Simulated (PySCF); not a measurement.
Spin-rotation constants: SMILES C=CC(=S)CC#N, C$_{5}$H$_{5}$NS

Molfile (atoms numbered from 1):
```
C5H5NS
     RDKit          3D

 12 11  0  0  0  0  0  0  0  0999 V2000
    1.7176   -0.0942   -0.1977 C   0  0  0  0  0  0  0  0  0  0  0  0
    0.8935   -0.7037    0.6572 C   0  0  0  0  0  0  0  0  0  0  0  0
   -0.5447   -0.6672    0.6082 C   0  0  0  0  0  0  0  0  0  0  0  0
   -1.4357   -1.4460    1.7361 S   0  0  0  0  0  0  0  0  0  0  0  0
   -1.2385    0.0880   -0.4980 C   0  0  0  0  0  0  0  0  0  0  0  0
   -0.9216    1.4947   -0.4430 C   0  0  0  0  0  0  0  0  0  0  0  0
   -0.6742    2.6086   -0.3869 N   0  0  0  0  0  0  0  0  0  0  0  0
    1.3701    0.5045   -1.0229 H   0  0  0  0  0  0  0  0  0  0  0  0
    2.7854   -0.1671   -0.0839 H   0  0  0  0  0  0  0  0  0  0  0  0
    1.2965   -1.2865    1.4750 H   0  0  0  0  0  0  0  0  0  0  0  0
   -0.9262   -0.3036   -1.4721 H   0  0  0  0  0  0  0  0  0  0  0  0
   -2.3210   -0.0280   -0.3981 H   0  0  0  0  0  0  0  0  0  0  0  0
  1  2  2  0
  2  3  1  0
  3  4  2  0
  3  5  1  0
  5  6  1  0
  6  7  3  0
  1  8  1  0
  1  9  1  0
  2 10  1  0
  5 11  1  0
  5 12  1  0
M  END
```

The calculation used GIAO KT3/pcSseg-1 magnetisability, rotational g tensor and spin-rotation constants, non-relativistic, gas phase (PySCF). Geometry: GFN2-xTB.

**Question.** Give the nuclear spin-rotation constants along the inertial axes (H = +C I·J) beside the isotropic shieldings.

**Answer.** Rotational constants 3.1534, 1.6829, 1.2099 GHz. A star marks the isotopologue with that one atom substituted, in its own axes.
| atom | isotope | Caa (kHz) | Cbb (kHz) | Ccc (kHz) | mean (kHz) | σ (ppm) |
| --- | --- | --- | --- | --- | --- | --- |
| N7 | 14N | 0.289 | 0.355 | 0.186 | 0.277 | -18.4 |
| H8 | 1H | 0.056 | -0.088 | -0.098 | -0.043 | 25.4 |
| H9 | 1H | -0.349 | 0.158 | -0.123 | -0.105 | 25.6 |
| H10 | 1H | 0.011 | -0.059 | -0.084 | -0.044 | 24.8 |
| H11 | 1H | -0.307 | -0.142 | 0.025 | -0.141 | 27.4 |
| H12 | 1H | -0.298 | 0.061 | -0.125 | -0.121 | 27.7 |
| C1 | 13C* | 0.905 | 0.728 | 0.218 | 0.617 | 63.4 |
| C2 | 13C* | 1.071 | 0.697 | 0.284 | 0.684 | 45.4 |
| C3 | 13C* | 1.586 | 1.005 | 0.324 | 0.972 | -37.3 |
| S4 | 33S* | 3.893 | 1.224 | 0.429 | 1.849 | -610.0 |
| C5 | 13C* | 0.506 | 0.287 | 0.218 | 0.337 | 149.5 |
| C6 | 13C* | 0.466 | 0.695 | 0.346 | 0.503 | 76.2 |

For the geometry as given, no vibrational averaging.

**Question.** How do the rotational constants and the g tensor change when H8, H9, H10, H11, H12 are replaced by deuterium?

**Answer.** Constants 2.7305, 1.6246, 1.1403 GHz; g -0.0493, -0.0372, -0.0138, against -0.0551, -0.0387, -0.0149 before.
